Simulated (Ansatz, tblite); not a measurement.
Isomers of Mg$_{3}$O$_{2}$⁺ (doublet), found by a short tight-binding search and relaxed with PBE-D4/def2-SVP in Ansatz.

The xTB rows come from tblite. B3LYP takes the VWN-RPA correlation. Correlated methods freeze 5 core orbitals; core or outer-core shells of Mg are correlated, in sets that lack core-valence functions. In CCSD on the charge 1 doublet the largest single amplitude is 0.26, so its Hartree–Fock determinant may place the open shell otherwise than the density functionals do.

B: At PBE-D4/def2-TZVP, r2SCAN-D4/def2-TZVP the gap within one spin of the charge 1 doublet nearly closes, so an electron or hole may be smeared out by delocalisation error.

Other spin states were run for one of them alone.

A:

```xyz
5

Mg    0.962   -0.791   -0.784
Mg   -2.001    1.238   -1.283
Mg    0.095    0.137    1.463
O     1.534   -0.949    0.984
O    -0.591    0.365   -0.379
```

B:

Cartesian coordinates in Å:
```
Mg 0.001 -0.001 0.001
Mg -1.341 -2.841 -1.801
Mg 1.339 2.844 1.798
O -0.675 -1.434 -0.906
O 0.677 1.432 0.908
```

C:

```xyz
5

Mg   -0.295   -1.041    1.098
Mg    0.056   -0.434   -1.478
Mg    0.240    1.474    0.380
O     1.258   -0.235    0.116
O    -1.258    0.235   -0.116
```

**Question.** Estimate which lies lowest at each level, and how far above it the others are (eV).

**Answer.** 
```csv
level,A,B,C
GFN1-xTB,0.15,0.00,0.86
GFN2-xTB,0.58,1.12,0.00
HF/def2-SVP,0.00,0.59,1.51
PBE-D4/def2-TZVP,0.00,0.18,0.52
r2SCAN-D4/def2-TZVP,0.00,0.24,0.62
B3LYP-D4/def2-TZVP,0.00,0.20,0.75
PBE0-D4/def2-TZVP,0.00,0.36,0.68
PBE-QIDH/def2-TZVP,0.00,0.73,0.80
MP2/def2-SVP,0.00,0.69,0.93
CCSD/def2-SVP,0.00,0.69,0.96
CCSD(T)/def2-SVP,0.00,0.70,0.85
```
Point groups (tolerance 0.1 Å): A C2v, B D∞h, C D3h. Lower isomers may exist.
